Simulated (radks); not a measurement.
Excited configurations of K3+: one electron is placed in a higher orbital outside [Ne] 3s2 3p3. The ground configuration is [Ne] 3s2 3p4. Calculated with a radial shooting solver on a logarithmic mesh with Libxc functionals: non-relativistic Kohn-Sham, LDA (Slater exchange, Perdew-Wang correlation), spin-polarised, spherical densities, point nucleus; open shells are filled with parallel spins first. Excitation = E - E(ground); binding = E(ion) - E, where the ion is the core of charge +4; n* = 4/sqrt(2 binding) in atomic units, and the quantum defect is n - n*.

outer orbital  excitation (eV)  binding (eV)     n*  quantum defect  eigenvalue (eV)  <r> (bohr)
4s                      31.035        29.980  2.695           1.305          -26.591       2.821
5s                      44.962        16.054  3.682           1.318          -14.388       5.218
5p                      46.872        14.144  3.923           1.077          -12.621       5.691
5f                      51.510         9.505  4.786           0.214           -8.289       7.169
6s                      50.989        10.026  4.660           1.340           -9.038       8.330
6f                      54.370         6.646  5.723           0.277           -5.893       11.02
7f                      56.127         4.888  6.673           0.327           -4.378       15.60

Estimate the row for 6p.

Answer. excitation (eV) 51.947; binding (eV) 9.069; n* 4.899; quantum defect 1.101; eigenvalue (eV) -8.155; <r> (bohr) 8.984. The Delta-SCF ionisation energy is 61.015 eV (NIST Atomic Spectra Database: 60.92 eV, semi-empirical). Self-interaction in the functional shifts the binding energies and quantum defects, so they are the method's values and not measured ones. Open shells are spherical and high-spin; term and fine-structure splittings are not resolved.
